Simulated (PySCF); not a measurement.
Cards and structures have been mixed up. Pair them.

Structures:
1. `C/N=C/[SiH2]P([SiH3])[SiH3]`
2. `O=C(CC(Cl)Cl)O[C@@H]1C[C@H]1Cl`
3. `N[Si]1(O[SiH3])[SiH2][SiH2][SiH2][SiH2]1`
4. `C=C(C[SiH3])CCl`
5. `FC(F)(F)[SiH]([SiH3])[SiH3]`

Card P (geometry GFN2-xTB):
* Rotational constants A, B, C: 2.034, 0.621, 0.514 GHz
* 13C chemical shifts (computed TMS as zero) by class (GIAO PBE0/pcSseg-1): 176.4 (1 C), 57.9 (1 C) ppm
* Point group: C1
* Dipole moment (PBE0/pcSseg-1): 0.91 D

Card Q (geometry GFN2-xTB):
- Rotational constants A, B, C: 0.899, 0.505, 0.458 GHz
- Isotropic shieldings of nuclei other than C and H, by class (GIAO PBE0/pcSseg-1): 238 (1 N), 300 (1 O), 324 (1 Si), 395 (1 Si), 480 (2 Si), 490 (2 Si) ppm
- Dipole moment (PBE0/pcSseg-1): 1.98 D
- Point group: C1
- HOMO energy (PBE0/pcSseg-1): -6.78 eV

Card R (geometry GFN2-xTB):
- Rotational constants A, B, C: 1.315, 1.255, 0.763 GHz
- Static isotropic polarisability (PBE0/def2-SVPD): 103.7 au
- Strongest line among the 6 lowest singlet transitions (TDDFT PBE0/def2-SVPD): S1 at 6.67 eV (186 nm, f = 0.185)
- Isotropic shieldings of nuclei other than C and H, by class (GIAO PBE0/pcSseg-1): 232 (3 F), 422 (1 Si), 462 (2 Si) ppm
- Point group: Cs
- HOMO energy (PBE0/def2-SVPD): -8.84 eV
- Lowest triplet excitation (Tamm–Dancoff) (TDA PBE0/def2-SVPD): 5.60 eV

Card S (geometry GFN2-xTB):
- Rotational constants A, B, C: 3.526, 1.199, 1.004 GHz
- Static isotropic polarisability (CAM-B3LYP/def2-SVPD): 90.3 au
- Lowest triplet excitation (Tamm–Dancoff) (TDA CAM-B3LYP/def2-SVPD): 4.11 eV
- HOMO energy (CAM-B3LYP/def2-SVPD): -8.66 eV
- Strongest line among the 8 lowest singlet transitions (TDDFT CAM-B3LYP/def2-SVPD): S1 at 6.44 eV (193 nm, f = 0.279)

Card T (geometry GFN2-xTB):
- Rotational constants A, B, C: 1.556, 0.299, 0.279 GHz
- Point group: C1
- HOMO energy (PBE0/pcSseg-1): -8.00 eV
- 13C chemical shifts (computed TMS as zero) by class (GIAO PBE0/pcSseg-1): 174.0 (1 C), 85.3 (1 C), 58.4 (1 C), 54.5 (1 C), 38.4 (1 C), 18.9 (1 C) ppm
- Isotropic shieldings of nuclei other than C and H, by class (GIAO PBE0/pcSseg-1): -98 (1 O), 103 (1 O), 662 (1 Cl), 677 (1 Cl), 823 (1 Cl) ppm
- Dipole moment (PBE0/pcSseg-1): 2.74 D

All species are isolated and taken at one optimised geometry, non-relativistic unless stated; the electronic structure was computed with PySCF and density fitting. NMR classes are plain means over equivalent atoms (diastereotopic ones count apart unless rotation or inversion swaps them), as if these changed places fast.

Problem. Which card belongs to which structure?

Solution. P = 1, Q = 3, R = 5, S = 4, T = 2. What ties each card to its structure:
- 1 (card P), C2H12NPSi3, monoisotopic mass 165.0 u, 7 heavy atoms: 2 C in 2 classes; the least shielded carbon (176.4 ppm) is a C=N carbon; an asymmetric top with C = 0.514 GHz; dipole 0.91 D.
- 2 (card T), C6H7Cl3O2, monoisotopic mass 216.0 u, 11 heavy atoms: 6 C in 6 classes; the least shielded carbon (174.0 ppm) is an ester carbonyl carbon; an asymmetric top with C = 0.279 GHz, the lowest such constant on the cards; dipole 2.74 D. NMR values of atoms bound to several Cl lack the spin–orbit term that these neighbours bring.
- 3 (card Q), H13NOSi6, monoisotopic mass 211.0 u, 8 heavy atoms: an asymmetric top with C = 0.458 GHz; dipole 1.98 D.
- 4 (card S), C4H9ClSi, monoisotopic mass 120.0 u, 6 heavy atoms: an asymmetric top with C = 1.004 GHz, the highest such constant on the cards; polarisability 90.3 au for 64 electrons.
- 5 (card R), CH7F3Si3, monoisotopic mass 160.0 u, 7 heavy atoms: point group Cs; an asymmetric top with C = 0.763 GHz; polarisability 103.7 au for 82 electrons.
